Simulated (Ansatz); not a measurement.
Basis sets compared for W2O4⁺. Charge 1, multiplicity 2. Geometry r2SCAN-D4/def2-SVP. Ansatz on 4 threads of Arm Neoverse V2 on a shared host; times are rough, and most runs start from earlier orbitals.

Cartesian coordinates in Å:
```
W 1.3042 0.6957 -0.1094
W -0.4084 -1.2360 0.7093
O -1.7873 -0.2503 0.6470
O -0.2705 -1.9890 -0.8019
O 0.4590 1.0512 -1.5364
O 0.7030 1.7283 1.0914
```

In the def2 sets W takes a core potential; there is no spin–orbit coupling. No other spin state of charge 1 was run. Another isomer (doublet) lies 1.20 eV lower at PBE0-D4/def2-TZVP; other spin states weren't run for this one.

| level | functions | energy (Eh) | HOMO (eV) | LUMO (eV) | wall time |
| --- | --- | --- | --- | --- | --- |
| PBE-D4/def2-SVP | 120 | -434.4790 | -10.64 | -10.03 | 2.5 s |
| PBE0-D4/def2-SVP | 120 | -434.2807 | -11.66 | -9.56 | 3.6 s |

**Question.** Estimate the rows for PBE-D4/def2-TZVP (with forces), PBE0-D4/def2-TZVP.

**Answer.** 
| level | functions | energy (Eh) | HOMO (eV) | LUMO (eV) | wall time |
| --- | --- | --- | --- | --- | --- |
| PBE-D4/def2-TZVP (with forces) | 204 | -434.8718 | -10.73 | -10.08 | 4.5 s |
| PBE0-D4/def2-TZVP | 204 | -434.6834 | -11.73 | -9.57 | 9.5 s |
